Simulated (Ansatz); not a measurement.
Z-matrix (Å, degrees):
```
C
C 1 1.504
H 1 1.093 2 109.3
H 1 1.092 2 110.0 3 119.7
H 1 1.090 2 110.5 3 -120.0
F 2 1.378 1 108.6 3 -61.4
Si 2 1.913 1 116.0 3 61.3
Cl 2 1.799 1 109.5 3 -178.2
H 7 1.483 2 108.1 1 59.3
H 7 1.480 2 108.7 1 -179.8
H 7 1.486 2 108.2 1 -59.6
```

Charge 0, multiplicity 1.

Problem. List the PBE0/def2-TZVPP orbital energies in eV (Ansatz). (An estimate is asked.)

Solution. Ansatz gave: Occupied: -2767.54, -1802.85, -674.31, -281.98, -278.63, -259.36, -197.70, -197.48, -197.47, -145.22, -99.88, -99.87, -99.86, -34.18, -24.18, -21.28, -17.77, -15.80, -14.23, -13.79, -13.34, -11.94, -11.63, -10.80, -10.16, -10.04, -9.59, -9.06, -8.25. Lowest empty: 0.04, 0.75, 0.93, 1.29, 1.65, 2.27, 2.49, 2.95.
